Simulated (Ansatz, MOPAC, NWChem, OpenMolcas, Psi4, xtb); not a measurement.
## A ladder of methods for SnNH2F (SMILES [NH2][Sn][F])

The runs start from one conformer, not always the lowest.

SnNH2F, singlet, SMILES `[NH2][Sn][F]`. Each level relaxes the structure for itself.

Quantity: the highest harmonic wavenumber at each level's own minimum, in cm⁻¹. The values are calculated.

```
                                                            level            kind     program  value (cm⁻¹)
                                                             MNDO  semi-empirical       MOPAC          3699
                                                              PM3  semi-empirical       MOPAC          3567
                                                         GFN2-xTB  semi-empirical         xtb          3426
                                                         GFN1-xTB  semi-empirical         xtb          3586
                            BP86-D3(BJ)/def2-SVP (core potential)             GGA      NWChem          3560
                  BP86/def2-SVP (density fitting, core potential)             GGA        Psi4          3558
B3LYP-D3(BJ)/6-31G*/LANL2DZ (core potential, spherical functions)   global hybrid      NWChem          3651
                               PBE0-D4/def2-TZVP (core potential)   global hybrid      Ansatz          3691
                                   CASSCF(4,3)/ANO-RCC-VDZ (DKH2)  multireference  OpenMolcas          3764
```

Harmonic and unscaled. The values span 3426 to 3764 cm⁻¹.
